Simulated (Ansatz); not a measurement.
Ansatz (a first-principles code) input:

Ansatz 0.2 input:
```yaml
crystal:
  periodic: [false, false, false]
  atoms:
    - {symbol: Bi, position_ang: [-0.00000000, -0.00000000, -1.31947480]}
    - {symbol: Bi, position_ang: [0.00000000, 0.00000000, 1.31947480]}
basis:
  gaussian:
    orbitals: def2-TZVPP
hamiltonian:
  xc: pbe
magnetization: {spin_polarized: false}
correlation: {method: rpa, electrons: outside_noble_gas}
```

Problem. Which total energy does the run end on?

Solution. -427.46319 Eh (RPA@PBE/def2-TZVPP). The basis has 100 functions.
